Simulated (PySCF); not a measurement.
B(Cl)(Et)(OH) (C₂H₆BClO), SMILES CCB(O)Cl.

The structure is a stationary point at PBE0-D3(BJ)/def2-SVP. This is a generated structure with no PubChem entry under its InChIKey; it may be hypothetical. One conformer was computed; it need not be the lowest.

Two levels are set side by side: TDDFT-PBE/def2-SVPD (PySCF) and TDDFT-ωB97X/def2-SVPD (PySCF). Vertical, same geometry. The lowest singlet is HOMO→LUMO 95 % with PBE and HOMO→LUMO+1 84 % with the other functional; states are paired by order. Differences are taken from unrounded values.

```
quantity                               TDDFT-ωB97X
-------------------------------------  -----------
lowest singlet excitation (eV)                7.61
lowest triplet excitation (TDA) (eV)          7.12
first bright state (f over 0.05) (eV)         8.56
its oscillator strength                       0.09
```

**Question.** What does TDDFT-PBE give, and how far is it from TDDFT-ωB97X? (Estimate from the structure and the level; the computed values follow.)

**Answer.** 
| quantity | TDDFT-PBE | TDDFT-PBE minus TDDFT-ωB97X |
|---|---|---|
| lowest singlet excitation (eV) | 6.54 | -1.07 |
| lowest triplet excitation (TDA) (eV) | 6.15 | -0.97 |
| first bright state (f over 0.05) (eV) | 6.96 | -1.60 |
| its oscillator strength | 0.06 | -0.03 |

A lower first singlet is the usual sign of a functional without exact exchange. Differences between two approximate levels are no errors against the true value.

Rough cost on one machine, each run with all the roots and properties that it gave: TDDFT-ωB97X against TDDFT-PBE about 9 times.
